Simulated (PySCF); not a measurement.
**Rotational lines of TlBr**

Lines J+1 ← J of the vibrational ground state, computed from RHF-CCSD(T) constants of TlBr, ¹Σ⁺ (singlet), closed shell (Tl cc-pVDZ-PP with ECP60, Br cc-pVDZ-PP with ECP10; scalar-relativistic core potentials (PySCF 2.14); masses 204.9744 and 78.9183 u), in MHz:

```
J  ν (MHz)
5  14801.4
6  17268.2
7  19735.0
8  22201.7
9  24668.4
```

(1) Find B0 and the effective bond length r0; with αe = 0.000120 cm⁻¹, find Re.

Correlated steps freeze 8 core orbitals. Correlated levels converge slowly with the basis: in double zeta they bind strong bonds too weakly, by up to about 1 eV, and carry superposition errors of some tenths. These are scalar-relativistic numbers at best; spin–orbit coupling would shift them, the dissociation energy most. Where the molecule has an RHF reference, its open-shell atoms are computed with UHF.

Answers

(1) ν = 2B0(J+1) − 4D(J+1)³ gives B0 = 0.041144 cm⁻¹. With the reduced mass μred = 56.980 u, r0 = √(16.8576/(μred·B0)) (u, cm⁻¹, Å) = 2.6815 Å. Be = B0 + αe/2 = 0.041204 cm⁻¹ gives Re = 2.680 Å.
